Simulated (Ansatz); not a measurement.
## Ligand exchange: Cd(CH3)F + SiH3(OH) → Cd(CH3)(OH) + SiH3F

Species: Cd(CH3)F, singlet; SiH3(OH) (silanol), singlet; Cd(CH3)(OH), singlet; SiH3F `F[SiH3]`, singlet. The partners trade F for OH: Cd–F and Si–OH bonds give way to Cd–OH and Si–F.

Shapes, held fixed at every level: PBE0-D4/def2-TZVP. Programs: Ansatz 0.2.0. Electronic energies: no zero-point or thermal term.

```csv
level,kind,ΔE (kJ/mol),less CCSD(T)/def2-TZVPP
HF/def2-SVP,Hartree–Fock,+13.8,+20.6
SPW92/def2-TZVPP,LDA,-2.6,+4.2
B3LYP-D4/def2-TZVPP,global hybrid,+0.4,+7.2
B2PLYP/def2-TZVPP,double hybrid,-3.6,+3.2
MP2/def2-TZVPP,perturbation theory,-10.9,-4.1
CCSD/def2-SVP,coupled cluster or CI,+2.0,+8.8
CCSD(T)/def2-TZVPP,coupled cluster or CI,-6.8,0.0
```

The highest level, CCSD(T)/def2-TZVPP, gives ΔE = -6.8 kJ/mol; the levels span -10.9 to +13.8. They disagree on the sign: 3 of 7 are positive. The column of differences is taken from that level and isn't an error. No measured value is set beside it here. For atoms past krypton def2 sets carry core potentials with scalar relativity. Outer-core shells of Cd are correlated, in sets that cover them unevenly.
